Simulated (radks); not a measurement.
Results of a calculation; reference values are marked as such.
Problem. These are the eigenvalues of the occupied orbitals of an atom or ion with whole-number occupations (hartree). Level of theory: Dirac Kohn-Sham, PBE, spin-unpolarised, spherical densities, point nucleus (a radial shooting solver on a logarithmic mesh with Libxc functionals).

| orbital | eigenvalue |
|---|---|
| 1s1/2 | -814.0503 |
| 2s1/2 | -124.0400 |
| 2p1/2 | -115.2543 |
| 2p3/2 | -110.4390 |
| 3s1/2 | -28.34847 |
| 3p1/2 | -24.93985 |
| 3p3/2 | -24.11304 |
| 3d3/2 | -18.09618 |
| 3d5/2 | -17.93356 |
| 4s1/2 | -9.88729 |
| 4p1/2 | -8.74911 |
| 4p3/2 | -8.57573 |

Which element is it, and in what charge state? The configuration may be excited. Open shells, if any, fill j = l - 1/2 first.

Solution. Z = 44, ruthenium, charge +11: Ru11+ in [Ar] 3d10 4s2 4p3. The list shows which subshells hold electrons but not how many an open one holds; the 1s level, -814.05 hartree, gives Z - s = 40.3 by -(Z - s)^2/2, which with screening and relativity narrows Z to a few neighbours, and the depths of the outer levels then fix element, charge and occupations together.
